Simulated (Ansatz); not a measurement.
`O[SiH](O)[NH][GeH3]`. Total charge 0; spin multiplicity 1. Geometry: relaxed with PBE0-D4/def2-TZVP. It is one conformer, not always the lowest.

```xyz
12

O     0.196    1.799   -1.633
Si   -0.179    0.307   -1.046
O     0.306   -0.711   -2.234
N     0.591   -0.065    0.424
Ge   -0.162   -0.776    1.947
H     0.038    2.547   -1.056
H    -1.634    0.196   -0.781
H     0.346   -0.337   -3.116
H     1.601   -0.086    0.413
H     0.362    0.002    3.168
H     0.214   -2.261    2.101
H    -1.680   -0.617    1.813
```

**Question.** What is the dipole moment at PBE/def2-TZVPP? (Best estimate.)

**Answer.** Ansatz gave: 1.39 D, with components (0.36, 1.13, 0.72) D in this frame, pointing from negative to positive charge.

**Question.** And with r2SCAN, B3LYP, ωB97M-V? (An estimate is asked.)

**Answer.** The calculation gave: r2SCAN 1.42 D, B3LYP 1.43 D, ωB97M-V 1.44 D.

**Question.** Give the Mulliken charges with PBE, ωB97M-V, r2SCAN in def2-TZVPP. (Estimate.)

**Answer.** Computed: 
| atom | PBE | ωB97M-V | r2SCAN |
| --- | --- | --- | --- |
| O1 | -0.35 | -0.38 | -0.42 |
| Si2 | 0.53 | 0.62 | 0.69 |
| O3 | -0.36 | -0.39 | -0.42 |
| N4 | -0.33 | -0.41 | -0.44 |
| Ge5 | 0.17 | 0.16 | 0.24 |
| H6 | 0.18 | 0.17 | 0.20 |
| H7 | -0.13 | -0.09 | -0.13 |
| H8 | 0.19 | 0.18 | 0.20 |
| H9 | 0.13 | 0.10 | 0.14 |
| H10 | -0.02 | 0.00 | -0.03 |
| H11 | -0.02 | 0.00 | -0.03 |
| H12 | 0.00 | 0.03 | 0.00 |

B3LYP here is the variant with VWN-RPA as its local correlation; programs differ in this.
